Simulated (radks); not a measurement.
The rhodium ion Rh+ inside a hard spherical wall (all orbitals vanish at R), configuration held at [Kr] 4d8 and not refilled when levels cross. Method: scalar-relativistic Kohn-Sham, PBE, spin-unpolarised, spherical densities, finite nucleus; Fermi nuclear charge, rms radius 4.4945 fm; computed with a radial shooting solver on a logarithmic mesh with Libxc functionals. Eigenvalues in eV, with the zero of energy where the potential of the charges vanishes at infinity; a dash marks a level that is unbound or too diffuse for the functional's potential to be trusted. A positive occupied level is held by the wall or, in an anion where self-interaction has pushed it up, behind a barrier. The pressure on the wall is -dE/dV.

R (bohr)  E (hartree)  kinetic (hartree)    e(3d)    e(4s)    e(4p)    e(4d)  e(5s, empty)  e(5p, empty)  pressure (GPa)
free      -4783.75670           4954.143  -308.19  -90.182  -58.146  -13.583       -10.780        -6.193               0
20        -4783.75670           4954.143  -308.19  -90.182  -58.146  -13.583       -10.780        -6.193        < 0.0001
15        -4783.75670           4954.143  -308.19  -90.182  -58.146  -13.583       -10.780        -6.193        < 0.0001
12        -4783.75670           4954.143  -308.19  -90.182  -58.146  -13.583       -10.780        -6.190        < 0.0001
10        -4783.75670           4954.143  -308.19  -90.182  -58.145  -13.583       -10.778        -6.171        0.000103
7         -4783.75614           4954.149  -308.15  -90.141  -58.106  -13.547       -10.677        -5.743          0.0478
6         -4783.75340           4954.173  -308.00  -90.003  -57.972  -13.425       -10.377        -4.996           0.378
4         -4783.64518           4954.815  -305.20  -87.539  -55.614  -11.150        -5.302         3.059            29.3
3.5       -4783.47847           4955.651  -302.41  -85.216  -53.407   -8.852        -0.019        10.260            99.3
2.5       -4781.63804           4963.929  -284.97  -72.199  -40.659    6.098        37.543        55.943            1800
1.5       -4753.41578           5066.064  -183.33   10.474   49.401   112.96        320.05        355.30           98500
